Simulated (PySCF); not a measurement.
CAuClO, SMILES [O+]#[C-]->[Au][Cl] (connectivity only; charge and spin as stated), charge +1, multiplicity 2.

Geometry optimised at B3LYP-D3(BJ)/def2-SVP. The multiplicity is an assumed one; other spin states were not compared. The isomer is the one that the SMILES or the coordinates give; other isomers of the formula were not compared. The def2 effective core potentials stand for the cores of Au; spin–orbit coupling is left out.

The numbers are results of TDA-LC-ωPBE/def2-SVPD (PySCF), not measurements.

Vertical excitations. Gas-phase values at a fixed geometry.

| state | energy (eV) | λ (nm) | f | main pairs |
|---|---|---|---|---|
| root 1 | 0.09 | 13423 | 0.000 | β HOMO−1→LUMO 81 %, β HOMO−5→LUMO 17 % |
| root 2 | 0.92 | 1352 | 0.000 | β HOMO→LUMO 76 %, β HOMO−6→LUMO 19 % |
| root 3 | 2.44 | 508 | 0.000 | β HOMO−2→LUMO 97 % |
| root 4 | 2.44 | 508 | 0.000 | β HOMO−3→LUMO 98 % |
| root 5 | 2.67 | 465 | 0.012 | β HOMO−6→LUMO 57 %, β HOMO→LUMO 22 %, β HOMO−4→LUMO 13 % |
| root 6 | 3.39 | 365 | 0.000 | β HOMO−5→LUMO 80 %, β HOMO−1→LUMO 17 % |
| root 7 | 3.56 | 349 | 0.089 | β HOMO−4→LUMO 79 %, β HOMO−6→LUMO 17 % |
| root 8 | 5.81 | 213 | 0.001 | α HOMO→LUMO 37 %, α HOMO→LUMO+2 18 %, β HOMO→LUMO+2 23 %, β HOMO→LUMO+3 15 % |
| root 9 | 5.91 | 210 | 0.000 | α HOMO→LUMO+1 44 %, β HOMO→LUMO+1 47 % |
| root 10 | 6.10 | 203 | 0.001 | α HOMO→LUMO+2 33 %, α HOMO→LUMO 21 %, β HOMO→LUMO+3 28 %, β HOMO→LUMO+2 10 % |
Unrestricted roots are not spin-pure.
